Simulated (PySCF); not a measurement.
Ge(H)2(Cl)(OMe) (CH5ClGeO), SMILES C[O][GeH2][Cl]. Atoms are numbered in the order given.

```xyz
9

Ge     0.4277    -0.2324    -0.5093
Cl     0.8460     1.2224     1.0670
O     -1.0447    -1.1454    -0.0700
C     -2.2676    -0.4465     0.1023
H      1.5524    -1.2845    -0.5493
H      0.1939     0.5832    -1.8086
H     -2.2137     0.2931     0.9333
H     -2.5857     0.0943    -0.8208
H     -3.0531    -1.1895     0.3501
```

Geometry optimised at PBE-D3(BJ)/def2-SVP. This is a generated structure with no PubChem entry under its InChIKey; it may be hypothetical. The values are those of a single conformer.

Two levels are set side by side: PBE/pcSseg-1 (PySCF) and PBE0/pcSseg-1 (PySCF). GIAO shifts against GeH4 (⁷³Ge), H2O (¹⁷O), HCl (³⁵Cl), TMS (¹H), TMS (¹³C) at the same level; non-relativistic, no solvent, atoms listed together averaged. Without spin–orbit terms, shifts of atoms bonded to Cl or Br come out too high at both levels. Differences are taken from unrounded values.

```json
[
 {"quantity": "δ(⁷³Ge) of Ge1 (ppm)", "PBE": "389.6"},
 {"quantity": "δ(³⁵Cl) of Cl2 (ppm)", "PBE": "42.6"},
 {"quantity": "δ(¹⁷O) of O3 (ppm)", "PBE": "78.7"},
 {"quantity": "δ(¹³C) of C4 (ppm)", "PBE": "61.6"}
]
```

Q: These are the PBE values. What does PBE0 give? (Estimate from the structure and the level; the computed values follow.)

A: 
```csv
quantity,PBE0,PBE minus PBE0
δ(⁷³Ge) of Ge1 (ppm),361.1,28.4
δ(³⁵Cl) of Cl2 (ppm),11.5,31.1
δ(¹⁷O) of O3 (ppm),53.0,25.7
δ(¹³C) of C4 (ppm),59.5,2.1
```

Rough cost on one machine, each run with all the roots and properties that it gave: PBE0 against PBE within a factor of 2.
